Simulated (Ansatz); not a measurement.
Gas-phase reaction in SMILES: CC/C=C(\C)CC -> [CH2]C/C=C(\C)CC + H atom (the C-H bond at the site shown breaks; other sites are not compared here)
Each molecule is optimised on its own at B3LYP-D3(BJ)/def2-TZVP (Ansatz, a first-principles code), one conformer each, not searched for the lowest. Frequencies are from Ansatz.

Property: bond dissociation energy (0 K, with B3LYP-D3(BJ) harmonic zero-point energies), in kJ/mol. Cores are frozen in the correlated levels unless marked. UHF or UKS for open shells. No spin-orbit coupling. No relativistic terms. CBS(X,Y): correlation extrapolated as X^-3; Hartree-Fock from the larger set. [CCSD(T)-MP2]/basis is that difference in the basis named.

| level | program | bond dissociation energy (kJ/mol) |
|---|---|---|
| revPBE/def2-TZVPD | Ansatz | 391.0 |
| PBE0/STO-3G | Ansatz | 533.1 |
| PBE0/def2-TZVP | Ansatz | 399.8 |
| CAM-B3LYP/def2-TZVPD | Ansatz | 408.7 |
| CCSD/cc-pVTZ | Ansatz | 410.2 |
| CCSD(T)/6-31G* | Ansatz | 386.7 |
| RI-MP2/CBS(cc-pVTZ,cc-pVQZ)+[CCSD(T)-MP2]/cc-pVTZ | Ansatz | 420.3 |
